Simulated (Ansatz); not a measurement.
The cluster Si9⁻, relaxed as a doublet with UKS PBE-D4/def2-SVP in Ansatz, starting from the GFN2-xTB geometry. Force threshold 0.03 eV/Å.

The relaxation made no stability test and no search for a lower SCF solution. The structure comes from a short search, and lower isomers may exist.

Start:

```xyz
9

Si   -0.533    2.672   -1.599
Si    1.317    2.837   -0.488
Si    2.590   -0.278    1.791
Si   -2.141    1.268   -1.954
Si    2.556    1.669    0.847
Si    1.417   -2.094    1.898
Si   -0.412   -2.939    1.105
Si   -2.059   -2.395   -0.190
Si   -2.736   -0.740   -1.409
```

Q: Estimate the energy that the relaxation releases and the steps that it takes.

A: 7.61 eV, in 36 steps; 3.1 min on 4 threads of Arm Neoverse V1 on a shared host. No frequencies were taken in this run, so the end may be a saddle point.

Q: Does the start keep its bonding?

A: Bonds formed: Si1–Si5, Si1–Si6, Si1–Si7, Si1–Si9, Si2–Si6, Si3–Si7, Si5–Si6, Si5–Si7 (atoms count from 1).

Q: Predict the relaxed structure.

A: 
```xyz
9

Si    0.025    0.705   -1.017
Si    2.017    1.924   -0.627
Si    1.574   -0.873    2.220
Si   -1.788    0.902   -2.508
Si    0.989    1.242    1.374
Si    2.069   -0.527   -0.191
Si   -0.258   -0.967    0.724
Si   -2.304   -2.134    0.663
Si   -2.325   -0.271   -0.638
```
Bond lengths: 18 × Si–Si 2.27 to 2.63 Å.
